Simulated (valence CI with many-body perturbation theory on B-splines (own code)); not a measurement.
**Ag XV: electric-dipole lines**

Computed by relativistic CI+MBPT: five valence electrons over a frozen Dirac-Fock core [Ar] 3d10, radial functions for each j: 11 s, 11 p, 10 d, 8 f, 5 g, 2 h, with the one-electron correlation potential Σ1 (screened to all orders), the two-electron term Σ2, the three-electron term Σ3, Breit, model QED; selected single and double excitations, second order for the rest (own B-spline code, finite nucleus).

No measured spectrum was set against this ion. As an estimate, levels hold to about 250 cm⁻¹ or 0.2 % of their energy and the worst to 1 %, as in measured heavy ions of charge 2 to 7; those with d or f electrons hold less well. Among the levels kept, up to 2000 cm⁻¹ of a level comes from second order outside the variational space, and about a tenth of that is noise between levels of different J, which matters for small intervals.

Lines 51 to 100 of 547 in falling wavelength, among levels below 1193300 cm⁻¹, chosen from the strongest by gf and those to the six lowest levels. Wavelengths and rates use the calculated energies, so an error of 1000 cm⁻¹ moves a line at 268.2 Å by 0.27 % and its rate by three times that or more. Electric multipoles are in the length gauge, E1 and E2 with the static RPA response of the core. Weak lines are less certain than strong ones. Lines between different terms over intervals too small for the method are left out, as are lines whose strength nearly cancels. Where a level lies close to another of its J and parity, the split of strength between their lines is uncertain.

Names give the largest LS component (configuration and term), which can be under half, so a name can repeat, a term be missing and a line seem to break the LS rules; names also repeat where a configuration has a term twice. Letters in brackets count levels of one name in rising energy.

| λ vac (Å) | Upper | Lower | A (s⁻¹) | log gf | Branch % |
| --- | --- | --- | --- | --- | --- |
| 268.2 | 4s 4p4 2D_5/2 | 4s2 4p3 2D°_3/2 | 4.70e+07 | -2.52 | 0.5 |
| 266.6 | 4s 4p3 4d 4F°_7/2 [b] | 4s2 4p2 4d 2F_7/2 [a] | 3.40e+09 | -0.54 | 7.1 |
| 266.5 | 4s 4p3 4d 2D°_3/2 [e] | 4s2 4p2 4d 2P_1/2 [b] | 6.53e+09 | -0.56 | 4.4 |
| 266.4 | 4s 4p3 4d 2G°_9/2 [c] | 4s2 4p2 4d 2F_7/2 [b] | 3.94e+09 | -0.38 | 20.1 |
| 266.3 | 4s 4p3 4d 4F°_3/2 [b] | 4s2 4p2 4d 4D_3/2 | 4.77e+09 | -0.69 | 21.8 |
| 266.2 | 4s 4p3 4d 2D°_3/2 [e] | 4s2 4p2 4d 2D_3/2 [b] | 6.71e+09 | -0.55 | 4.5 |
| 265.6 | 4s 4p4 2P_3/2 | 4s2 4p3 2P°_1/2 | 2.52e+09 | -0.97 | 7.6 |
| 265.5 | 4s 4p3 4d 4D°_7/2 [d] | 4s2 4p2 4d 4P_5/2 | 3.57e+09 | -0.52 | 5.7 |
| 264.2 | 4s 4p3 4d 4F°_5/2 [b] | 4s2 4p2 4d 4D_3/2 | 2.75e+09 | -0.76 | 10.5 |
| 263.6 | 4s 4p3 4d 2D°_5/2 [c] | 4s2 4p2 4d 2D_5/2 [a] | 4.53e+09 | -0.55 | 3.3 |
| 262.8 | 4s 4p3 4d 2G°_9/2 [b] | 4s2 4p2 4d 4F_9/2 | 5.44e+09 | -0.25 | 62.6 |
| 262.5 | 4s2 4p 4d2 4G°_7/2 | 4s2 4p2 4d 2D_5/2 [b] | 2.53e+09 | -0.68 | 7.9 |
| 262.1 | 4s 4p3 4d 4F°_7/2 [b] | 4s2 4p2 4d 4F_7/2 | 2.56e+09 | -0.68 | 5.4 |
| 262.0 | 4s 4p3 4d 4D°_5/2 [e] | 4s2 4p2 4d 2F_7/2 [b] | 6.62e+09 | -0.39 | 9.4 |
| 262.0 | 4s 4p3 4d 2F°_7/2 [d] | 4s2 4p2 4d 2F_5/2 [b] | 2.46e+09 | -0.69 | 5.4 |
| 261.9 | 4s 4p3 4d 4D°_3/2 [c] | 4s2 4p2 4d 4P_3/2 | 6.66e+09 | -0.56 | 3.6 |
| 261.1 | 4s 4p3 4d 2D°_3/2 [d] | 4s2 4p2 4d 2D_3/2 [a] | 7.23e+09 | -0.53 | 7.6 |
| 261.0 | 4s 4p3 4d 2P°_3/2 [d] | 4s2 4p2 4d 2P_3/2 [b] | 6.42e+09 | -0.58 | 3.3 |
| 261.0 | 4s 4p3 4d 4D°_1/2 [c] | 4s2 4p2 4d 4P_1/2 | 9.05e+09 | -0.73 | 4.7 |
| 260.9 | 4s2 4p2 4d 4F_5/2 | 4s2 4p3 2P°_3/2 | 3.71e+07 | -2.64 | 0.5 |
| 260.2 | 4s2 4p2 4f 2D°_3/2 [a] | 4s2 4p2 4d 2D_5/2 [c] | 8.68e+09 | -0.45 | 4.8 |
| 259.6 | 4s 4p4 2P_1/2 | 4s2 4p3 2P°_3/2 | 2.03e+10 | -0.39 | 85.8 |
| 259.5 | 4s 4p3 4d 2P°_1/2 [c] | 4s2 4p2 4d 2D_3/2 [a] | 7.99e+09 | -0.79 | 7.1 |
| 258.9 | 4s 4p3 4d 4D°_1/2 [b] | 4s2 4p2 4d 4F_3/2 | 8.60e+09 | -0.76 | 34.3 |
| 258.8 | 4s 4p3 4d 2D°_3/2 [c] | 4s2 4p2 4d 2P_3/2 [a] | 4.08e+09 | -0.79 | 3.8 |
| 258.5 | 4s 4p3 4d 4D°_5/2 [e] | 4s2 4p2 4d 4P_5/2 | 4.42e+09 | -0.58 | 6.3 |
| 258.2 | 4s 4p3 4d 2D°_5/2 [b] | 4s2 4p2 4d 4D_5/2 | 2.82e+09 | -0.77 | 7.4 |
| 258.0 | 4s 4p3 4d 4D°_7/2 [b] | 4s2 4p2 4d 2F_7/2 [a] | 2.38e+09 | -0.72 | 7.9 |
| 258.0 | 4s 4p3 4d 2D°_5/2 [a] | 4s2 4p2 4d 4F_5/2 | 4.18e+09 | -0.60 | 9.9 |
| 257.4 | 4s 4p3 4d 2F°_5/2 [b] | 4s2 4p2 4d 2D_3/2 [a] | 3.61e+09 | -0.67 | 2.7 |
| 257.2 | 4s 4p3 4d 4D°_7/2 [d] | 4s2 4p2 4d 2G_7/2 | 3.64e+09 | -0.54 | 5.8 |
| 257.2 | 4s 4p3 4d 2D°_5/2 [d] | 4s2 4p2 4d 2D_5/2 [b] | 1.48e+10 | -0.06 | 22.5 |
| 257.0 | 4s 4p3 4d 4D°_5/2 [b] | 4s2 4p2 4d 4F_7/2 | 5.67e+09 | -0.47 | 9.9 |
| 256.9 | 4s 4p3 4d 4F°_5/2 [b] | 4s2 4p2 4d 2F_5/2 [a] | 5.77e+09 | -0.47 | 22.0 |
| 256.6 | 4s 4p3 4d 4P°_3/2 [a] | 4s2 4p2 4d 4F_5/2 | 8.42e+09 | -0.48 | 23.8 |
| 253.8 | 4s 4p3 4d 4D°_7/2 [b] | 4s2 4p2 4d 4F_7/2 | 2.19e+09 | -0.77 | 7.3 |
| 252.8 | 4s 4p3 4d 2D°_5/2 [e] | 4s2 4p2 4d 2F_7/2 [c] | 1.46e+10 | -0.08 | 7.2 |
| 252.5 | 4s 4p3 4d 4P°_5/2 [b] | 4s2 4p2 4d 2F_7/2 [a] | 1.03e+10 | -0.23 | 14.0 |
| 251.5 | 4s 4p3 4d 2D°_3/2 [a] | 4s2 4p2 4d 2F_5/2 [a] | 6.68e+09 | -0.60 | 9.3 |
| 250.8 | 4s 4p3 4d 2F°_7/2 [b] | 4s2 4p2 4d 2F_7/2 [b] | 8.86e+09 | -0.17 | 41.3 |
| 250.7 | 4s 4p3 4d 4D°_5/2 [e] | 4s2 4p2 4d 2G_7/2 | 5.06e+09 | -0.54 | 7.2 |
| 250.6 | 4s 4p3 4d 2F°_7/2 [a] | 4s2 4p2 4d 2F_7/2 [a] | 9.16e+09 | -0.16 | 20.4 |
| 249.6 | 4s 4p3 4d 2P°_3/2 [b] | 4s2 4p2 4d 2D_5/2 [a] | 6.56e+09 | -0.61 | 6.7 |
| 248.7 | 4s 4p4 2P_3/2 | 4s2 4p3 2D°_5/2 | 2.61e+10 | -0.01 | 78.9 |
| 248.4 | 4s 4p3 4d 2F°_5/2 [b] | 4s2 4p2 4d 2F_7/2 [b] | 3.51e+09 | -0.71 | 2.6 |
| 247.3 | 4s 4p4 2D_3/2 | 4s2 4p3 4S°_3/2 | 1.70e+09 | -1.21 | 12.5 |
| 246.7 | 4s 4p3 4d 2G°_7/2 [b] | 4s2 4p2 4d 4F_9/2 | 3.84e+09 | -0.55 | 7.9 |
| 246.7 | 4s 4p3 4d 2P°_3/2 [c] | 4s2 4p2 4d 2D_5/2 [a] | 1.07e+10 | -0.41 | 4.6 |
| 244.8 | 4s 4p3 4d 4D°_5/2 [c] | 4s2 4p2 4d 2F_7/2 [a] | 7.13e+09 | -0.42 | 6.0 |
| 244.5 | 4s 4p3 4d 2P°_3/2 [d] | 4s2 4p2 4d 2F_5/2 [b] | 1.16e+10 | -0.38 | 5.9 |

Problem. How does gf follow from A for the line at 266.3 Å?

Solution. gf = 1.4992 × (2J+1)_upper × A / σ², with σ = 375503 cm⁻¹ and 2J+1 = 4: gf = 0.203.
